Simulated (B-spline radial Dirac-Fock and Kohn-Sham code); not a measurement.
**Total and shell-resolved photoionisation of Co⁶⁺**

System: the Co⁶⁺ ion in the configuration 1s2 2s2 2p6 3s2 3p6 3d3.

The computed values come from a radial atomic solver: the independent-particle Dirac-Slater model, thresholds from Dirac-Fock.

Computed thresholds (eV): K 7851.1, L1 1074.1, L2 939.7, L3 925.3, M1 234.3, M2 190.2, M3 188.1, M4 126.5, M5 126.2.

```tsv
photon energy (eV)	total (b)	K (%)	L (%)	M (%)
139	2.492e+06	–	–	100.0
147	2.245e+06	–	–	100.0
202	2.250e+06	–	–	100.0
223	1.928e+06	–	–	100.0
290	1.437e+06	–	–	100.0
452	630000	–	–	100.0
1160	695700	–	88.2	11.8
1470	390300	–	88.0	12.0
3400	43450	–	87.2	12.8
4290	23070	–	87.0	13.0
4880	16160	–	86.9	13.1
6040	8929	–	86.7	13.3
8890	24670	87.8	10.5	1.6
20700	2451	89.3	9.3	1.5
25000	1427	89.4	9.1	1.5
49700	188.1	89.7	8.8	1.4
71600	62.22	89.8	8.8	1.4
72000	61.17	89.8	8.8	1.4
72500	59.90	89.8	8.8	1.4
94800	26.36	89.8	8.8	1.4
```

**Question.** With what power of the photon energy does the total fall between 72500 and 94800 eV?

**Answer.** As E^-3.06. The non-relativistic Born limit for an s electron far above threshold is E^-3.5; near threshold and at relativistic energies the fall is slower.

Run: 2.1 s of CPU time on 1 thread of Neoverse-V2 (shared host), peak memory 0.31 GiB.
